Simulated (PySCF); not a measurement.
pent-1-ene (C5H10), SMILES C=CCCC.

Geometry optimised at B3LYP-D3(BJ)/def2-SVP. The values are those of a single conformer.

The numbers are results of PBE/def2-TZVP run with PySCF, not measurements.

Isolated molecule, no solvent.

The total energy is -196.31545 hartree and the highest occupied level is -6.21 eV. The lowest empty level comes out as -0.75 eV and the orbital gap is 5.46 eV. The dipole moment comes out as 0.093 e·Å and the quadrupole, principal values (traceless, Buckingham form, about the centre of nuclear charge) comes out as -2.39, 0.68, 1.70 D·Å. The mean static polarisability comes out as 64.5 bohr³ (9.56 Å³) and the polarisability, principal values comes out as 52.5, 59.2, 81.9 bohr³.
